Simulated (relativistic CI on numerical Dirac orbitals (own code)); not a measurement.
## Spin-allowed bands of a d2 ion in an octahedral site, by hand

Problem. Take Δ = 27400 cm⁻¹ and B = 930 cm⁻¹ for a d2 ion in an octahedral site. Calculate the three spin-allowed bands.

Working.
1. The terms of highest spin are 3F (energy 0) and 3P (15B = 13950 cm⁻¹). Here the F term splits into A2 at +1.2Δ = 32880, T2 at +0.2Δ = 5480 and T1 at −0.6Δ = -16440 cm⁻¹.
2. The two T1 states mix through the element 0.4Δ: H = [[-16440, 10960], [10960, 13950]], with roots ½(H₁₁ + H₂₂) ∓ ½√[(H₂₂ − H₁₁)² + 4H₁₂²] = ½(-2490) ∓ ½(37471) = -19980 and 17490 cm⁻¹.
3. The ground term is 3T1 at -19980 cm⁻¹.
4. Bands: 3T2 25460 cm⁻¹ (393 nm), 3T1(P) 37471 cm⁻¹ (267 nm), 3A2 52860 cm⁻¹ (189 nm).

Check. Exact diagonalisation of the whole d2 shell with these parameters gives 3T2 25460, 3T1 37471, 3A2 52860 cm⁻¹. The match is exact, since without spin-orbit coupling no other term has this spin. The ratio of the second band to the first, 1.472, depends on Δ/B = 29.5 alone, which is how a Tanabe-Sugano diagram is read.
